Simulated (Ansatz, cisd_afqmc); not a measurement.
System: C₂H₃B, charge 0, singlet. C2H3B (SMILES BC#C).
B3LYP-D3(BJ)/def2-TZVP minimum from Ansatz (a first-principles code):
```xyz
6

B     -1.1930    -0.0411    -0.7163
C      0.0924     0.0032     0.0555
C      1.1290     0.0389     0.6778
H      2.0405     0.0703     1.2251
H     -1.9423     0.8818    -0.6750
H     -1.4612    -0.9990    -1.3685
```

Total energies in cc-pVDZ, 14 correlated electrons, 3 frozen orbitals. UHF or UKS for unpaired electrons; spin-orbit terms are left out. Cores are frozen in correlated methods. No relativity. The Monte Carlo rows (phaseless AFQMC, CISD trial, step 0.005/hartree) carry one-sigma bars that omit the constraint's bias. Outlying blocks are dropped, and bars are widened where a walk drifts. Over all cases where full CI ran beside it in this data, AFQMC minus full CI had a median of +0.1 mEh and passed +0.4 mEh in a tenth of the cases.

```json
[
 {"method": "HF", "program": "Ansatz", "energy (Eh)": "-102.09575", "minus CCSDT(Q) (mEh)": "373.71"},
 {"method": "MP2", "program": "Ansatz", "energy (Eh)": "-102.42437", "minus CCSDT(Q) (mEh)": "45.09"},
 {"method": "CCSD", "program": "Ansatz", "energy (Eh)": "-102.45313", "minus CCSDT(Q) (mEh)": "16.33"},
 {"method": "CCSD(T)", "program": "Ansatz", "energy (Eh)": "-102.46751", "minus CCSDT(Q) (mEh)": "1.95"},
 {"method": "CCSDT(Q)", "program": "Ansatz", "energy (Eh)": "-102.46946", "minus CCSDT(Q) (mEh)": "0.00"},
 {"method": "AFQMC/CISD", "program": "cisd_afqmc", "energy (Eh)": "-102.4695 ± 0.0004", "minus CCSDT(Q) (mEh)": "0.0 ± 0.4"}
]
```

Rough core times of Ansatz's runs on a shared machine: CCSD(T) under 20 s, CCSDT(Q) 60 s.
